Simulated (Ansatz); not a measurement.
Z-matrix (Å, degrees):
```
Si
C 1 1.854
O 1 1.664 2 106.3
H 1 1.491 2 112.4 3 119.1
H 1 1.487 2 110.8 3 -120.0
Ge 2 1.966 1 112.7 3 37.2
H 2 1.093 1 110.1 3 -83.8
H 2 1.094 1 109.0 3 158.2
H 3 0.958 1 117.6 2 165.1
O 6 1.782 2 109.7 1 20.3
H 6 1.543 2 109.4 1 -100.5
H 6 1.535 2 112.0 1 135.7
H 10 0.964 6 109.5 2 -55.5
```

Total charge 0; spin multiplicity 1.

Problem. List the ωB97M-V/def2-TZVPP orbital energies in eV (Ansatz 0.2.0). (Best estimate.)

Solution. Computed: Occupied: -10866.57, -1807.44, -1362.36, -1210.09, -1210.08, -1210.08, -526.47, -525.42, -281.22, -174.20, -148.43, -123.47, -123.43, -123.43, -102.58, -102.53, -102.52, -36.40, -36.25, -36.25, -36.18, -36.18, -31.20, -29.67, -22.53, -18.50, -17.76, -16.14, -14.85, -14.61, -13.50, -13.15, -12.66, -12.22, -11.69, -11.13, -10.86, -10.28. Lowest empty: 1.50, 2.38, 2.80, 2.95, 3.26, 3.82, 4.07, 4.28.
